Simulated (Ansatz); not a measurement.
One change: `C[Si](F)(Cl)N=C=O` becomes `C[Si](F)(F)N=C=O`.

Ansatz, PBE0-D4/def2-TZVP geometries, multiplicity 1. Each molecule was computed in one conformer, which needn't be the lowest.

```csv
property,`C[Si](F)(Cl)N=C=O`
HOMO energy (ωB97M-V/def2-TZVPP) / eV,-11.39
size of the dipole moment (B3LYP/def2-TZVPP) / D,2.41
"ideal-gas entropy at 298 K and 1 bar (rigid rotor, harmonic PBE0-D4/def2-TZVP) / J/(mol·K)",399
size of the dipole moment (ωB97M-V/def2-TZVPP) / D,2.37
LUMO energy (PBE0/def2-TZVPP) / eV,0.13
HOMO–LUMO gap (PBE0/def2-TZVPP) / eV,9.29
```

Problem. What does the change do to each property? (Estimate.)

Solution. Ansatz gave: 
```json
{"property": "HOMO energy (ωB97M-V/def2-TZVPP) / eV", "`C[Si](F)(F)N=C=O`": "-11.62", "shift": "-0.23"}
{"property": "size of the dipole moment (B3LYP/def2-TZVPP) / D", "`C[Si](F)(F)N=C=O`": "2.52", "shift": "0.11"}
{"property": "ideal-gas entropy at 298 K and 1 bar (rigid rotor, harmonic PBE0-D4/def2-TZVP) / J/(mol·K)", "`C[Si](F)(F)N=C=O`": "394", "shift": "-5"}
{"property": "size of the dipole moment (ωB97M-V/def2-TZVPP) / D", "`C[Si](F)(F)N=C=O`": "2.48", "shift": "0.11"}
{"property": "LUMO energy (PBE0/def2-TZVPP) / eV", "`C[Si](F)(F)N=C=O`": "0.37", "shift": "0.24"}
{"property": "HOMO–LUMO gap (PBE0/def2-TZVPP) / eV", "`C[Si](F)(F)N=C=O`": "9.71", "shift": "0.42"}
```

With PBE0 the HOMO falls by 0.19 eV and the LUMO rises by 0.24 eV, so the gap widens by about 0.43 eV. PBE moves the HOMO by -0.14 eV and ωB97M-V by -0.23 eV. Dipoles are sizes alone; their direction can turn. Modes under 60 cm⁻¹, often nearly free rotors, make the harmonic entropy too high.

B3LYP here is the variant with VWN-RPA as its local correlation; programs differ in this.
